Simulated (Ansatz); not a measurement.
`F[SiH](Cl)[S][GeH3]`, relaxed with RKS PBE-D4/def2-SVP in Ansatz from a rough embedded geometry. The force threshold is 0.03 eV/Å; the program also tests the step.

Charge 0, multiplicity 1.

Start:

```xyz
9

F    -0.603   -1.142    1.686
Si    0.750   -0.173    1.412
Cl    0.232    1.851    1.775
S     1.432   -0.471   -0.622
Ge   -0.539    0.032   -1.486
H     1.817   -0.560    2.315
H    -0.997    1.486   -1.075
H    -0.488   -0.046   -3.031
H    -1.605   -0.976   -0.973
```

Question: By how much does the energy fall, and how many steps does the optimiser take? (Best estimate.)

Answer: Computed: 18.63 kJ/mol, in 4 steps.

Question: Which bonds change most? (An estimate is asked.)

Answer: Computed: S4–Ge5 from 2.211 to 2.274 Å; F1–Si2 from 1.686 to 1.634 Å; Si2–Cl3 from 2.120 to 2.072 Å; Si2–S4 from 2.166 to 2.124 Å.

Question: Give the relaxed structure. (Best estimate.)

Answer: Computed: 
```xyz
9

F    -0.538   -1.051    1.815
Si    0.788   -0.166    1.454
Cl    0.277    1.797    1.871
S     1.338   -0.453   -0.577
Ge   -0.655    0.043   -1.553
H     1.919   -0.589    2.331
H    -1.077    1.475   -1.151
H    -0.339   -0.055   -3.063
H    -1.712   -1.001   -1.128
```
